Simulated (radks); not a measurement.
Initial-state core-level shifts of neutral lead when its valence configuration changes from [Hg] 6p2. All-electron calculation, scalar-relativistic Kohn-Sham, PBE, spin-unpolarised, spherical densities, finite nucleus; Fermi nuclear charge, rms radius 5.5012 fm. Program: a radial shooting solver on a logarithmic mesh with Libxc functionals. Shifts are changes of the shell-averaged eigenvalues in eV (positive: less bound); the change of the density at the nucleus, which sets a Mossbauer isomer shift, is in e/bohr^3, on a base of 2.955e+06.

valence	1s	3s	4d	5s	density at nucleus
[Xe] 4f12 5d10 6s2 6p4	-41.353	-48.864	-39.498	-20.459	+596.2
[Xe] 4f12 5d9 6s2 6p5	-47.749	-55.354	-45.809	-26.169	+687.0
[Xe] 4f11 5d9 6s2 6p6	-69.825	-81.427	-66.489	-36.643	+1008.5
[Xe] 4f12 5d9.5 6s2 6p4.5	-44.541	-52.098	-42.647	-23.319	+641.4
[Xe] 4f13 5d10 6s2 6p3	-20.276	-23.949	-19.484	-10.163	+291.5
[Xe] 4f14 5d10 6p4	-3.572	-3.530	-3.536	-3.534	-516.2
[Xe] 4f14 5d10 6s1 6p3	-1.843	-1.821	-1.824	-1.824	-247.6
[Xe] 4f10 5d10 6s2 6p6	-85.819	-101.471	-80.974	-41.386	+1243.2
[Xe] 4f14 5d8 6s2 6p4	-11.955	-12.135	-11.927	-11.081	+166.1
